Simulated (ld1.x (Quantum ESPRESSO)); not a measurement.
## Before and after: TM potential for zinc

Zn (Z = 30), norm-conserving Troullier–Martins (Kleinman–Bylander form), made with ld1.x (Quantum ESPRESSO) 7.5 (LDA (PZ), scalar-relativistic). Core [Ne] 3s2, reference 3p6 3d10 4s1.75 4p0 (charge +0.25). Waves: 4s (bound): rc 2.10 bohr; 3p (bound): rc 1.15 bohr; 3d (bound): rc 0.95 bohr. Local part: all-electron potential smoothed inside 0.95 bohr (lloc = -1). Core correction: none.

All-electron outer shells of the reference configuration (LDA (PZ), scalar-relativistic, ld1.x):

```csv
shell,level (eV),outermost node (bohr),outermost maximum (bohr)
2p,-1005.70,–,0.15
3s,-130.90,0.28,0.59
3p,-85.53,0.25,0.59
3d,-12.68,–,0.56
4s,-8.14,0.85,2.06
4p,-2.77,0.92,2.85
```

Change: wave 4s (bound): rc 2.10 bohr becomes 4s (bound): rc 2.32 bohr.

Cutoffs: the cutoffs (Ry, on a coarse ladder) from which the occupation-weighted sum of valence levels, in a spherical-Bessel basis at the reference potential, stays within 10 and 1 mRy of its value at 400 Ry; they do not see the model core or the augmentation charge, which bear on the density cutoff. Errors are all-electron minus pseudo energies relative to the spin-unpolarised reference configuration.

What does the change do?

Both files keep a bound ghost (s); of the 9 tests that both files solve, the error grows in 1 and shrinks in 4 by more than 15 % and 0.3 meV (median size 3.8 → 5.1 meV).

```csv
quantity,base,changed
"cutoff, loose",260 Ry,260 Ry
"cutoff, tight",over 300 Ry,over 300 Ry
bound ghosts,s,s
"error for 3p6 3d10 4s2 4p0, meV [ΔE -1.79 eV]",+0.2,+0.2
"error for 3p6 3d10 4s1 4p0, meV [ΔE 8.40 eV]",-3.8,-3.8
"error for 3p6 3d10 4s0 4p0, meV [ΔE 27.16 eV]",-33,-36
"error for 3p6 3d10 4s0 4p2, meV [ΔE 8.96 eV]",+17,+13
"error for 3p5 3d10 4s2 4p0, meV [ΔE 90.12 eV]",-57,-24
"error for 3p6 3d9 4s2 4p0, meV [ΔE 16.41 eV]",-36,-8.5
"error for 3p6 3d10 4s0 4p1, meV [ΔE 14.82 eV]",+2.9,-0.2
"error for 3p6 3d10 4s1.75 4p0 (spin-polarised), meV [ΔE -0.01 eV]",+0.1,0.0
"error for 3p6 3d10 4s1 4p0 (spin-polarised), meV [ΔE 8.15 eV]",-2.4,-5.1
```

 A true bound ghost makes a file unfit for plane-wave use even where its test errors are small: the radial tests pick states by their node count and pass the ghost by.
